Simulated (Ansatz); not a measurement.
# Scan of the H2–In1–H4 angle

InH₃ (SMILES [InH3]), closed shell, at its PBE0-D4/def2-TZVP minimum:

```csv
atom,x (Å),y (Å),z (Å)
In1,0.0139,-0.0151,-0.0051
H2,0.4155,1.5160,0.6782
H3,-1.0956,-0.1073,-1.3214
H4,0.7218,-1.4540,0.6280
```

The angle H2–In1–H4 (120.0° at the minimum) is set to the values below, H2, with anything bonded beyond it, turning rigidly in the plane of the angle. Each method's energies count from its own value at the PBE0-D4 minimum structure. Ansatz 0.2.0; basis: def2-TZVPP; cores frozen in the correlated methods. Filled d shells of the heavier atoms are correlated. Core potentials replace the inner electrons of the atoms past krypton. The def2 sets are not built for correlating such inner shells, so the correlated values are less sure here. B3LYP uses VWN-RPA correlation.

CCSD(T) energies along the scan:
```csv
angle (°),CCSD(T) (kJ/mol)
102.0,13.5
106.5,7.5
111.0,3.3
115.5,0.8
120.0,0.0
124.5,0.8
129.0,3.3
133.5,7.5
138.0,13.5
```
They count from the CCSD(T) energy at the PBE0-D4 minimum.

Largest difference from the CCSD(T) curve over the scan: r2SCAN-D4 0.3; B3LYP-D4 0.2; wB97M-V 0.4; HF 2.5 kJ/mol. Each curve counts from its own value at the minimum.

No T1 diagnostic of these runs exceeds 0.015.

For scale, one of the runs: CCSD(T)/def2-TZVPP, 92 basis functions, launched by `ansatz run in.yaml --threads 2 --pin off --events-out ev --progress --plain --max-ram 4352MiB`. Hardware: 2 CPU threads of an Arm Neoverse V2, shared host. Wall time about 2.1 s.
